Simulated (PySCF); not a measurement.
(3R,4R)-3,4-difluorocyclobutene (C4H4F2), SMILES F[C@@H]1C=C[C@H]1F. The structure is a stationary point at PBE0-D3(BJ)/def2-SVP.

Computed equilibrium geometry at PBE0-D3(BJ)/def2-SVP (PySCF confirms it by a frequency run) as bond lengths and angles, and its point group:
point group C2.
Atoms: F1 C2 C3 C4 C5 F6 H7 H8 H9 H10. Bond lengths (Å): F1–C2 1.365, C2–C3 1.504, C2–C5 1.550, C2–H7 1.103, C3–C4 1.342, C3–H8 1.092, C4–C5 1.504, C4–H9 1.092, C5–F6 1.365, C5–H10 1.103. Bond angles (°): F1–C2–C3 117.4, F1–C2–C5 116.8, F1–C2–H7 108.9, C3–C2–C5 85.8, C3–C2–H7 114.9, C5–C2–H7 111.5, C2–C3–C4 93.7, C2–C3–H8 132.0, C4–C3–H8 134.3, C3–C4–C5 93.7, C3–C4–H9 134.3, C5–C4–H9 132.0, C2–C5–C4 85.8, C2–C5–F6 116.8, C2–C5–H10 111.5, C4–C5–F6 117.4, C4–C5–H10 114.9, F6–C5–H10 108.9.
Charge 0, spin multiplicity 1.
